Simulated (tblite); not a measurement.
Compound: C6H10ClFSi.
Cartesian coordinates in Å at the GFN2-xTB level; atoms count from 1:
```xyz
19
C6H10ClFSi angstrom
F      0.3918    2.4270   -1.1768
Si     0.1806    1.6703    0.2484
Cl     0.2409    3.1230    1.6482
C      1.6609    0.4913    0.4017
C      1.4783   -0.8095   -0.3997
C      0.4445   -1.6888    0.2339
C     -0.8659   -1.5297    0.1250
C     -1.5441   -0.4437   -0.6519
C     -1.5411    0.8786    0.1344
H      2.5533    1.0054    0.0364
H      1.8548    0.2341    1.4440
H      1.1927   -0.5618   -1.4242
H      2.4313   -1.3405   -0.4363
H      0.8262   -2.4909    0.8511
H     -1.5219   -2.2051    0.6571
H     -2.5767   -0.7345   -0.8541
H     -1.0438   -0.2925   -1.6107
H     -2.2151    1.5823   -0.3601
H     -1.9566    0.6942    1.1261
```

All values are computed: GFN2-xTB (tblite) harmonic vibrations without scaling, gas phase. The method is semi-empirical: single wavenumbers can be off by several per cent or more. One conformer, not necessarily the lowest.

Harmonic wavenumbers (cm⁻¹): 41.4, 107.1, 148.4, 161.3, 182.7, 236.6, 244.2, 258.7, 286.8, 393.0, 510.1, 521.2, 583.9, 652.7, 739.7, 754.7, 773.0, 786.3, 822.1, 907.4, 919.7, 976.0, 976.2, 1011.8, 1063.3, 1089.3, 1119.2, 1156.6, 1177.6, 1194.9, 1270.1, 1292.1, 1298.2, 1312.1, 1322.5, 1369.3, 1461.3, 1463.0, 1486.7, 1502.5, 1725.5, 2960.2, 2962.3, 2967.3, 2968.5, 2983.7, 2985.4, 2989.2, 2990.6, 3053.6, 3070.0.

A = 1860, B = 825.5, C = 749.5 MHz; mass 164.022 u (most abundant isotopes); point group Cs, symmetry number 1.

Task: What is the zero-point energy?

Result: Half the sum of the wavenumbers: 32615 cm⁻¹ = 390.16 kJ/mol.

Task: Entropy at 350 K, 1 bar (ideal gas, RRHO, classical rotation)?

Result: Translation 175.79, rotation 127.58, vibration 140.17: S = 443.5 J/(mol K).

Task: And Cp and H(350 K) − H(0)?

Result: Cp = 184.88 J/(mol K), of which vibrations give 151.62 (their classical limit is 51 R = 424.0); H(350 K) − H(0) = 37.98 kJ/mol without the zero-point energy, 26.34 from vibrations.

Task: What must be added to the electronic energy to get the Gibbs energy at 350 K and 1 bar?

Result: ZPE + [H(350 K) − H(0)] − T·S = 390.16 + 37.98 − 155.24 = 272.90 kJ/mol.

Task: Which modes carry the vibrational entropy at 350 K?

Result: 41.4 cm⁻¹: 23.05; 107.1 cm⁻¹: 15.20; 148.4 cm⁻¹: 12.55; 161.3 cm⁻¹: 11.88; 182.7 cm⁻¹: 10.89; 236.6 cm⁻¹: 8.87 J/(mol K); the other 45 give 57.74 together.

Task: Blend soft modes into free rotors: weight 1/[1 + (100 cm⁻¹/ν̃)⁴] for the oscillator and the rest for a rotor with moment μB/(μ + B), μ = h/(8π²ν), B = 10⁻⁴⁴ kg m². What vibrational entropy results?

Result: 131.91 J/(mol K) in place of 140.17, which changes −T·S at 350 K by +2.89 kJ/mol.

Task: How do the functions run with temperature in this model?

Result: 
```csv
T (K),S (J/(mol K)),Cp (J/(mol K)),H − H(0) (kJ/mol),G − H(0) (kJ/mol),ln q(vib)
100,293.0,77.9,5.25,-24.06,1.46
200,360.1,119.6,15.16,-56.86,3.95
300,416.8,163.1,29.28,-95.75,6.52
500,519.4,241.6,70.15,-189.57,11.69
800,650.7,315.7,154.80,-365.76,19.19
1000,724.7,347.3,221.28,-503.46,23.87
```

q(vib) and H(0) count from the zero-point level.

Hindered rotation and anharmonicity are outside this model. Other conformers, if any are populated, would add a mixing term that is left out.
